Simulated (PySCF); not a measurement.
Gas-phase reaction: SnH2 + 2 H + SnF4 ⇌ 2 SnH2F2

Method: PySCF energies (xtb for GFN2) plus ideal-gas RRHO corrections (1 bar). † marks an energy on the PBE0/def2-TZVP geometry and frequencies; other levels use their own. MP2 and CCSD(T) freeze the core. Open shells (unrestricted): H (multiplicity 2); the rest are closed-shell singlets. GFN2 has no spin-polarisation term. Sn: scalar-relativistic def2 core potential, no spin-orbit coupling. SnH2, SnH2F2: computed as isolated molecules; such fragments, hydroxides, amides, oligomers or adducts are transient or little studied in the gas. MP2 isn't extrapolated to the basis-set limit; its ΔH°(298 K) is -520.5 kJ in def2-SVP and -537.4 kJ in def2-TZVPP. CCSD(T) isn't extrapolated to the basis-set limit; its ΔH°(298 K) is -536.0 kJ in def2-SVP and -559.5 kJ in def2-TZVPP. The harmonic model lacks anharmonicity and excited electronic states, which grow with temperature; levels with a mode under 35 cm⁻¹ are left out.

```
level                ΔE electronic, kJ  ΔH°(298 K), kJ  ΔS°(298 K), J/K  ΔG°(600 K), kJ
-------------------  -----------------  --------------  ---------------  --------------
BLYP/def2-TZVP†                   -569            -537             -199            -415
CCSD(T)/def2-TZVPP†               -592            -559             -199            -437
GFN2-xTB                          -598            -574             -211            -445
MP2/def2-SVP†                     -553            -520             -199            -398
PBE/def2-TZVP†                    -570            -538             -199            -415
PBE0/def2-QZVP†                   -583            -550             -199            -428
r2SCAN/def2-TZVP†                 -593            -561             -199            -439
LDA/def2-TZVP†                    -647            -615             -199            -493
ωB97M-V/def2-TZVP†                -596            -564             -199            -441
ωB97X-V/def2-TZVP†                -602            -570             -199            -448
```
ΔH° is lowest at LDA/def2-TZVP† and highest at MP2/def2-SVP†. No reference value is set beside these.
